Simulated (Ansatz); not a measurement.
Mulliken charges of C2H4ClGe (`C=[CH][GeH][Cl]`) radical from ωB97M-V/def2-TZVPP in Ansatz (PBE0-D4/def2-TZVP geometry).

| atom | x (Å) | y (Å) | z (Å) | charge (e) |
| --- | --- | --- | --- | --- |
| C1 | -0.125 | 1.319 | -0.186 | -0.163 |
| C2 | 0.498 | 0.194 | -0.525 | -0.221 |
| Ge3 | 0.426 | -1.423 | 0.524 | 0.310 |
| Cl4 | -1.191 | -1.227 | 1.947 | -0.283 |
| H5 | -0.036 | 2.220 | -0.787 | 0.115 |
| H6 | -0.759 | 1.380 | 0.694 | 0.101 |
| H7 | 1.138 | 0.170 | -1.404 | 0.110 |
| H8 | 0.141 | -2.690 | -0.319 | 0.029 |

Problem. By hand: the dipole of these point charges (1 e Å = 4.8032 D).

Solution. Σ q r = (0.428, -0.016, -0.426) e Å, of length 0.604 e Å = 2.90 D.

Problem. How does the dipole of the full density compare? (Best estimate.)

Solution. The calculation gave: (0.276, 0.145, -0.331) e Å, 2.18 D; the point charges give 1.33 times that, at 21° from its direction.

Point charges leave out the atoms' own dipoles, such as those of lone pairs, and Mulliken's split depends on the basis, so the two needn't agree.
